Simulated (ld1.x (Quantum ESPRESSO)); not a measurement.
**Tb (Z = 65), ultrasoft: configuration errors across variants**

ld1.x (Quantum ESPRESSO) 7.5 input, shortened:

```
&input
   title='Tb', zed=65., rel=1, dft='PW91', iswitch=3,
   config='[Xe] 4f9 5d0 6s1 6p1'
 /
 &inputp
   pseudotype=3, tm=.true., lloc=-1, rcloc=2.60,
   nlcc=.false.,
   which_augfun='PSQ', rmatch_augfun_nc=.true.
 /
8
5S  1  0   2.00   0.00  1.95  2.70  0.0
6S  2  0   1.00   0.00  1.95  2.70  0.0
5P  2  1   6.00   0.00  2.20  2.60  0.0
6P  3  1   1.00   0.00  2.20  2.60  0.0
5D  3  2   0.00   0.00  2.30  3.10  0.0
5D  3  2   0.00   0.20  2.30  3.10  0.0
4F  4  3   9.00   0.00  1.10  1.30  0.0
4F  4  3   0.00   1.65  1.10  1.30  0.0
 &test
   configts(1)='4f9 5s2 5p6 5d0 6s1 6p1'
 /
```

All-electron excitation energies from the reference (eV): (1) 4f9 5s2 5p6 5d0 6s2 6p0 -2.629; (2) 4f9 5s2 5p6 5d0 6s1 6p0 3.570; (3) 4f9 5s2 5p6 5d0 6s0 6p0 15.131.

The overlap operator is not positive definite (basis up to 400 Ry) in “base”, “waves 5s (bound): rcut 1.84, rcutus 1.94 bohr; 6s (bound): rcut 1.84, rcutus 1.94 bohr”, “waves 5s (bound): rcut 1.95, rcutus 2.28 bohr; 6s (bound): rcut 1.95, rcutus 2.28 bohr”, “waves 5s (bound): rcut 1.95, rcutus 2.48 bohr; 6s (bound): rcut 1.95, rcutus 2.48 bohr”, “waves 5s (bound): rcut 1.95, rcutus 2.78 bohr; 6s (bound): rcut 1.95, rcutus 2.78 bohr”, “waves 5s (bound): rcut 1.95, rcutus 3.06 bohr; 6s (bound): rcut 1.95, rcutus 3.06 bohr”, “waves 5s (bound): rcut 1.95, rcutus 3.28 bohr; 6s (bound): rcut 1.95, rcutus 3.28 bohr”, “waves 5s (bound): rcut 1.95, rcutus 3.58 bohr; 6s (bound): rcut 1.95, rcutus 3.58 bohr”, “waves 5s (bound): rcut 1.95, rcutus 3.74 bohr; 6s (bound): rcut 1.95, rcutus 3.74 bohr”, “waves 5s (bound): rcut 1.95, rcutus 4.04 bohr; 6s (bound): rcut 1.95, rcutus 4.04 bohr”. Such files are unfit for use, however small their errors in these radial tests.

Tests that are not counted but printed errors over 1 eV. “waves 5s (bound): rcut 1.95, rcutus 2.48 bohr; 6s (bound): rcut 1.95, rcutus 2.48 bohr”: 4f7 5s2 5p6 5d0 6s0 6p0 (solver errors, printed error -2421 eV). “waves 5s (bound): rcut 1.95, rcutus 3.06 bohr; 6s (bound): rcut 1.95, rcutus 3.06 bohr”: 4f9 5s2 5p6 5d0 6s2 6p0 (solver errors, printed error -3022 eV).

Errors AE − PS in meV (a dash: test not solved or not reliable):

| change | (1) | (2) | (3) | bound ghosts |
| --- | --- | --- | --- | --- |
| base | 0.0 | -4.8 | -10 | not determined (overlap not positive) |
| waves 5s (bound): rcut 1.84, rcutus 1.94 bohr; 6s (bound): rcut 1.84, rcutus 1.94 bohr | -0.3 | -5.7 | -9.8 | not determined (overlap not positive) |
| waves 5s (bound): rcut 1.95, rcutus 2.28 bohr; 6s (bound): rcut 1.95, rcutus 2.28 bohr | – | – | – | not determined (overlap not positive) |
| waves 5s (bound): rcut 1.95, rcutus 2.48 bohr; 6s (bound): rcut 1.95, rcutus 2.48 bohr | -0.3 | -4.9 | -8.8 | not determined (overlap not positive) |
| waves 5s (bound): rcut 1.95, rcutus 2.78 bohr; 6s (bound): rcut 1.95, rcutus 2.78 bohr | – | – | – | not determined (overlap not positive) |
| waves 5s (bound): rcut 1.95, rcutus 3.06 bohr; 6s (bound): rcut 1.95, rcutus 3.06 bohr | – | – | – | not determined (overlap not positive) |
| waves 5s (bound): rcut 1.95, rcutus 3.28 bohr; 6s (bound): rcut 1.95, rcutus 3.28 bohr | – | – | – | not determined (overlap not positive) |
| waves 5s (bound): rcut 1.95, rcutus 3.58 bohr; 6s (bound): rcut 1.95, rcutus 3.58 bohr | – | – | – | not determined (overlap not positive) |
| waves 5s (bound): rcut 1.95, rcutus 3.74 bohr; 6s (bound): rcut 1.95, rcutus 3.74 bohr | – | – | – | not determined (overlap not positive) |
| waves 5s (bound): rcut 1.95, rcutus 4.04 bohr; 6s (bound): rcut 1.95, rcutus 4.04 bohr | – | – | – | not determined (overlap not positive) |

Question: Give the same row for: waves 5s (bound): rcut 1.60, rcutus 1.70 bohr; 6s (bound): rcut 1.60, rcutus 1.70 bohr.

Answer: +1.5, -4.7, -15; bound ghosts: none.
